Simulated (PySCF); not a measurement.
Species: trimethylchlorosilane, C3H9ClSi.
Numbering: `[CH3:1][Si:2]([CH3:3])([CH3:4])[Cl:5]` (hydrogens: H6, H7, H8 on C1; H9, H10, H11 on C3; H12, H13, H14 on C4)

Structure used (PBE0-D3(BJ)/def2-SVP), in Å, numbered top down from 1:
```
atom  x, y, z in Å
C1    -0.5215    1.6479   -0.4991
Si2    0.1020    0.1076    0.3583
C3     1.6340   -0.5840   -0.4606
C4    -1.2357   -1.1889    0.5184
Cl5    0.6538    0.6746    2.2970
H6    -0.8167    1.4313   -1.5382
H7    -1.3959    2.0571    0.0297
H8     0.2590    2.4238   -0.5166
H9     2.0131   -1.4498    0.1036
H10    1.4169   -0.9122   -1.4898
H11    2.4324    0.1724   -0.5005
H12   -1.5758   -1.5217   -0.4757
H13   -2.1049   -0.7909    1.0637
H14   -0.8622   -2.0679    1.0654
```

Computed at PBE0/pcSseg-1 (PySCF, non-relativistic), with Q(35Cl) = −0.0817 b: Cl5, 35Cl (I = 3/2): χzz = -39.74 MHz, η = 0.002.

Problem. Where would the pure quadrupole (NQR) lines of 35Cl at Cl5 fall for the rigid, isolated species?

Solution. From ν = (|χ|/2)√(1 + η²/3): ν = 19.87 MHz (silicon-bound chlorine). For 37Cl the ratio of quadrupole moments, 0.7881, gives 15.66 MHz.

Problem. Apply the simplest Townes–Dailey estimate (no s hybridisation, no π bonding), ionic character = 1 − χzz/χ0, where χ0 is the coupling for one missing p electron along the bond: −109.74 MHz for 35Cl.

Solution. Cl5 on Si2: 1 − (-39.74)/(-109.74) = 0.64. In this model a purely covalent bond gives χ0 and a free halide ion gives zero; s hybridisation or π bonding, where present, is counted here as ionic character.

In a crystal, neighbours and librations shift these lines. With a basis this small, the couplings can be 20 % off.

The run behind these numbers computed NMR shieldings as well. Time: 55 s wall, 30 s CPU. Hardware: x86-64 server, one thread (shared host).
